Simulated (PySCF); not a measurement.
Ligands exchanged one at a time, Ga Br-OH. Gas-phase values, no solvent. One relaxed conformer stands for each flexible species; it need not be the lowest. Strings in code marks are SMILES.

Computed with B3LYP-D3(BJ)/def2-TZVP (PySCF 2.14.0). B3LYP has the VWN-RPA correlation part, as in Gaussian. Excitations are Tamm–Dancoff values on a coarser integration grid. The basis has no diffuse functions, so Rydberg states are missing or too high.

```csv
species,HOMO (eV),T1 excitation (TDA) (eV),LUMO (eV)
0 of 3 Br replaced by OH (`[Br][Ga]([Br])[Br]`),-8.42,4.42,-2.68
1 of 3 Br replaced by OH (`[OH][Ga]([Br])[Br]` (H–O–Ga–Br torsion 180°)),-8.45,4.84,-2.22
"2 of 3 Br replaced by OH (`[OH][Ga]([OH])[Br]` (H–O–Ga–Br torsion 0°, Br–Ga–O–H torsion -180°))",-8.45,5.24,-1.76
3 of 3 Br replaced by OH (`[OH][Ga]([OH])[OH]`),-8.67,5.66,-1.35
```
